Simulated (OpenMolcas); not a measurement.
# Ni6+: Racah parameters, the spin-orbit constant, worked from levels

```json
{"Program": "OpenMolcas 26.06", "Basis": "ANO-R2 [6s5p4d2f1g]", "Scalar Hamiltonian": "X2C, finite nucleus", "Active space": "10 electrons in 8 orbitals (RAS1 3p, at most 2 holes; RAS2 3d)", "State averaging": "2S+1 = 5 even, 5 roots; 2S+1 = 3 even, 45 roots; 2S+1 = 1 even, 44 roots", "Spin-orbit coupling": "RASSI with atomic mean-field integrals over the reference wave functions, term energies averaged over their components"}
```

Methods: RASSCF; MS-RASPT2, IPEA 0.25 Eh, imaginary shift 0.1 Eh (closed shells correlated: 3s). Measured levels: Corliss and Sugar, J. Phys. Chem. Ref. Data 10, 197 (1981).

**Racah parameters.** Above 5D, d4 has 3G at 9B + 4C, 3H at 4B + 4C and 3D at 16B + 4C. The first two fix B and C, and the third tests them; where it misses by thousands of cm-1, two parameters do not describe the configuration (Trees and configuration-interaction terms are left out) and B and C hang on the terms chosen. Term energies are centres of gravity, weighted by 2J + 1.

```json
{"Source": "RASSCF", "3G": "42478", "3H": "35226", "B": "1450", "C": "7356", "C/B": "5.07", "3D from B, C": "52624", "3D found": "51803"}
{"Source": "MS-RASPT2", "3G": "38655", "3H": "31725", "B": "1386", "C": "6545", "C/B": "4.72", "3D from B, C": "48356", "3D found": "47253"}
{"Source": "measured", "3G": "37317", "3H": "30870", "B": "1289", "C": "6428", "C/B": "4.99", "3D from B, C": "46336", "3D found": ""}
```

Energies in cm-1. From RASSCF to MS-RASPT2, B changes by -4.4 % and C by -11.0 %. Against the measured terms, MS-RASPT2 has B off by +7.5 % and C by +1.8 %.

**The spin-orbit constant.** For the Hund term 5D of d4, E(J) = (A/2) J(J+1) + constant and ζ = 2S·A = 4A. From J = 0 to J = 4 the energy changes by 10 A.

```json
{"Source": "RASSCF", "E(4) - E(0)": "2555.8", "A": "255.6", "ζ": "1022"}
{"Source": "MS-RASPT2", "E(4) - E(0)": "2549.1", "A": "254.9", "ζ": "1020"}
{"Source": "measured", "E(4) - E(0)": "2392.0", "A": "239.2", "ζ": "957"}
```

All in cm-1. MS-RASPT2 is off by +6.6 % and RASSCF by +6.8 %. Both methods take the spin-orbit matrix elements from the reference wave functions, so the second can move ζ only through the term energies and any multistate remixing. Second-order mixing with other terms is absorbed into this ζ.

Term energies are means over components that CASPT2 splits; among the terms shown or strongly mixed into the levels shown the widest spread is 460 cm-1 (3d4 3H, MS-RASPT2). Active for correlation alone: 3p; no level in the range computed is led by a configuration that opens it, so any true level of that kind is missing. Without dynamic correlation excited terms often stand tens of per cent too high (terms of higher spin than the ground term too low), and those without a measured partner can miss by more than the paired ones (holds for RASSCF). Computed and measured levels are paired by configuration, term and J; levels that our copy of the source lacks, or whose pairing is in doubt (as where it misses far off the trend of its configuration), stay unpaired and out of the deviations. Levels of configurations outside the active space are missing.
